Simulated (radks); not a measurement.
Results of a calculation; reference values are marked as such.
Tl I, configuration [Xe] 4f12 5d9.5 6s2 6p3.5 (fractional occupations, a model configuration).

Code: a radial shooting solver on a logarithmic mesh with Libxc functionals. Model: non-relativistic Kohn-Sham, PBE, spin-unpolarised, spherical densities, point nucleus; relativity is left out, which matters for an element this heavy.

Energy parts (eV):
total: -515770.92
kinetic: 515650.25
electron-nucleus: -1224890.21
Hartree: 203079.97
exchange-correlation: -9610.94

Orbitals (lengths in bohr, moments of r in powers of bohr):
orbital  occ.  eigenvalue (eV)      <r^2>
1s          2        -77040.47  0.0004666
2s          2        -12980.28   0.007245
2p          6        -12494.07   0.005340
3s          2        -3116.284    0.04462
3p          6        -2885.943    0.04102
3d         10        -2456.021    0.03151
4s          2        -710.6587     0.2089
4p          6        -609.9259     0.2129
4d         10        -424.3486     0.2198
4f         12        -174.3346     0.2325
5s          2        -124.8012     0.9925
5p          6         -90.1509      1.135
5d        9.5         -33.2625      1.702
6s          2         -11.9389      6.753
6p        3.5          -5.2068      10.62

The highest occupied level is 6p at -5.207 eV. Summed over all electrons, <r^2> = 83.01 bohr^2, which gives a Langevin (diamagnetic) susceptibility term of -65.7 x 10^-6 cm^3/mol. The electron density at the nucleus is 3.819e+05 e/bohr^3. Virial ratio -V/T = 2.00023.
